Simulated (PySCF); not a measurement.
H3FOSi, SMILES O[SiH2]F, PBE/def2-SVP optimised geometry. Atoms within 1.6 Å of the plane z = 0.0 Å (x, y, z in Å): O1 (0.91, -0.43, 0.00), Si2 (-0.76, -0.43, 0.00), F3 (-1.34, 1.10, 0.00), H4 (1.34, -0.14, 0.82), H5 (-1.32, -1.09, 1.23), H6 (-1.16, -1.10, -1.27).

Computed with PBE/def2-TZVP (PySCF 2.14.0). Cells within 0.4 Å of a nucleus heavier than hydrogen are left out (blank, or x).

Map of the electron localisation function on the plane z = 0.0 Å:

```
|00000000000000000000000000000|
|00000000000000000000000000000|
|00000000000000000000000000000|
|00000000000000000000000000000|
|00000001111100000000000000000|
|00000123444321000000000000000|
|00001346777542000000000000000|
|00012578998763100000000000000|
|00014689999973100000000000000|
|00024799xxx973000011000000000|
|00125799xxx973001222100000000|
|00024689xx9862013454310000000|
|00012578998741246776531000000|
|00001246762101578998753100000|
|00000113202620699989864100000|
|0000001102xxx1598xxx874200000|
|0000001103xxx1498xxx975200000|
|0000012310xx70599xx9975200000|
|00000124310100589999974200000|
|00000123442111468999864200000|
|00000012343211246787753100000|
|00000001222211124566542100000|
|00000000111100012344321000000|
|00000000000000000122100000000|
|00000000000000000000000000000|
|00000000000000000000000000000|
|00000000000000000000000000000|
|00000000000000000000000000000|
|00000000000000000000000000000|
```
Scale: ten equal steps from 0.000 (start of '0') to 0.895 (end of '9'), in the order '0123456789'; x runs from -3.50 to 3.50, y from -3.50 (bottom) to 3.50 (top).
